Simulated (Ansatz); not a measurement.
This geometry of ClH4NO2Ti + H2 (11 atoms, charge 0, multiplicity 1) is a first-order saddle point.

Method: RKS PBE/def2-SVP in Ansatz.

```xyz
11
Properties=species:S:1:pos:R:3
Ti -0.031 -0.130 0.197
N 0.267 0.015 2.227
H -0.418 -0.267 2.937
H 0.823 0.815 2.559
Cl 1.920 0.554 -0.610
O -1.278 1.130 -0.061
H -2.091 0.999 -0.585
O -0.853 -1.349 -0.872
H -0.592 -2.283 -0.777
H 0.607 -1.852 1.010
H 0.704 -1.141 1.749
```

**Question.** Which two structures does it join? (They come from a converged band through this point; their orientation in space is the band's.)

**Answer.** Bonds broken: H10–H11. Bonds formed: Ti1–H10, N2–H11. ClH4NO2Ti + H2 becomes ClH6NO2Ti.

First end point:

```xyz
11
Properties=species:S:1:pos:R:3
Ti -0.008 0.443 0.024
N 0.315 0.247 1.867
H -0.342 0.516 2.607
H 1.241 0.062 2.270
Cl 1.688 1.569 -0.909
O -1.585 1.270 -0.147
H -2.364 1.002 -0.667
O -0.109 -1.191 -0.716
H -0.007 -2.027 -0.223
H 0.124 -3.085 1.804
H 0.103 -2.315 1.864
```

Last end point:

```xyz
11
Properties=species:S:1:pos:R:3
Ti -0.042 -0.402 0.096
N 0.416 0.028 2.257
H -0.415 -0.118 2.843
H 0.724 1.006 2.358
Cl 2.030 0.487 -0.243
O -1.437 0.727 0.313
H -2.130 0.797 -0.369
O -0.412 -1.323 -1.384
H -0.547 -2.248 -1.648
H -0.298 -1.890 0.932
H 1.168 -0.571 2.619
```

**Question.** How far does it lie above each of them?

**Answer.** 114.3 kJ/mol above the first and 106.8 kJ/mol above the second. This is the barrier of this one path; another mechanism may lie lower. The orbitals stay closed-shell, which can raise the energy where a bond breaks towards radicals; this wasn't checked here.

Run time: 4.4 min on 4 threads of Arm Neoverse V2, on a shared host, peak memory 0.2 GiB.
